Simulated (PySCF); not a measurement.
Bonds (- single, = double, # triple, : aromatic): C1#C2 1.222 Å, C2-Al3 1.940 Å, Al3-N4 2.063 Å, N4#C5 1.147 Å. C1 carries H6; Al3 carries H7, H8; C5 carries H9. Formal charges: Al3 -1, N4 +1.

Geometry: PBE0-D3(BJ)/def2-SVP; GIAO absolute shieldings from PySCF 2.14, gas phase, non-relativistic, averaged over equivalent atoms.

At LC-wPBE/pcSseg-2 (243 basis functions, 33 s wall time on 1 thread of an Arm Neoverse V1, shared host):
```csv
atoms,σ (ppm)
C5,66.2
C1,77.9
C2,80.0
Al3,445.6
N4,9.1
H9,27.57
H7/H8,27.60
H6,29.66
```

Problem. What do these become at CAM-B3LYP/pcSseg-2?

Solution. 
| atoms | σ at CAM-B3LYP/pcSseg-2 | change |
| --- | --- | --- |
| C5 | 65.4 | -0.8 |
| C1 | 78.5 | +0.6 |
| C2 | 77.8 | -2.2 |
| Al3 | 439.5 | -6.1 |
| N4 | 3.8 | -5.3 |
| H9 | 27.48 | -0.09 |
| H7/H8 | 27.55 | -0.05 |
| H6 | 29.63 | -0.03 |

The largest change is at Al3 (aluminium bonded to C, N, 2 H). Cost: 243 basis functions, 27 s wall time on 1 thread of an Arm Neoverse V1, shared host. The order of the carbon signals changes between the two levels.
